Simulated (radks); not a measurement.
Task: Radial electron density D(r) = 4 pi r^2 rho(r) of an atom or ion with 28 electrons. All-electron calculation, scalar-relativistic Kohn-Sham, LDA (Slater exchange, Perdew-Wang correlation), spin-polarised, spherical densities, point nucleus. Program: a radial shooting solver on a logarithmic mesh with Libxc functionals.

r (bohr)  D(r) (e/bohr)
0.002709          1.648
0.003079          2.069
0.003472          2.554
0.003914          3.143
0.004413          3.855
0.004976          4.711
0.00561           5.732
0.006326          6.940
0.007132          8.358
0.008042          10.00
0.00914           12.03
0.01031           14.18
0.01162           16.57
0.0131            19.17
0.01477           21.93
0.01665           24.79
0.01878           27.63
0.02117           30.33
0.02387           32.74
0.02713           34.78
0.03059           36.06
0.03449           36.59
0.03889           36.33
0.04384           35.33
0.04943           33.78
0.05574           31.99
0.06284           30.37
0.07085           29.38
0.08053           29.43
0.0908            30.75
0.1024            33.18
0.1154            36.30
0.1301            39.36
0.1467            41.48
0.1654            41.86
0.1865            40.07
0.2103            36.24
0.239             30.77
0.2695            25.58
0.3039            21.59
0.3426            19.64
0.3863            19.81
0.4356            21.45
0.4911            23.40
0.5537            24.54
0.6243            24.12
0.7096            21.86
0.8               18.49
0.902             14.61
1.017             10.85
1.147             7.632
1.293             5.125
1.458             3.306
1.644             2.053
1.853             1.224
2.106            0.6659
2.375            0.3515
2.677            0.1705
3.019           0.07459
3.404           0.02888

What is the nuclear charge?

Result: Z = 30. The innermost maximum, from 1s, lies near gamma/Z bohr with gamma = sqrt(1 - (Z/c)^2) = 0.976, here 0.0325 bohr (found: 0.0353), and its height grows with Z. The density is that of the zinc ion Zn2+ in [Ar] 3d10; the configuration itself is not fixed sharply by these data, and Z only to about a unit. D(r) has 3 maxima, at r = 0.0353, 0.159, 0.572 bohr, and minima at 0.0749, 0.359 bohr, inside which lie 2.09, 10.91 electrons.
